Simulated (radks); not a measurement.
Spin polarisation of the 4d7 shell in the palladium ion Pd3+. Start: [Kr] 4d(up 3.5, down 3.5); electrons of 4d are moved from spin down to spin up, other shells keep equal spins. All-electron calculation, scalar-relativistic Kohn-Sham, r2SCAN, spin-polarised, spherical densities, finite nucleus; meta-GGA in the generalised Kohn-Sham scheme; Fermi nuclear charge, rms radius of each element as measured or else 0.836 A^(1/3) + 0.57 fm. Program: a radial shooting solver on a logarithmic mesh with Libxc functionals.

moment (Bohr magnetons)	E - E(0) (eV)	e(4d up) (eV)	e(4d down) (eV)	4p down minus up (eV)	4s down minus up (eV)
0	0.000	-41.788	-41.788	0.000	0.000
0.75	-0.150	-42.174	-41.375	0.810	0.773
1.5	-0.600	-42.535	-40.934	1.620	1.547
2.25	-1.351	-42.871	-40.462	2.434	2.323
3	-2.407	-43.183	-39.958	3.251	3.102

At moment 3 the spin-polarisation energy is -2.407 eV and the 4d exchange splitting 3.225 eV, that is 1.075 eV per Bohr magneton; E = -I m^2/4 would give I = 1.070 eV.
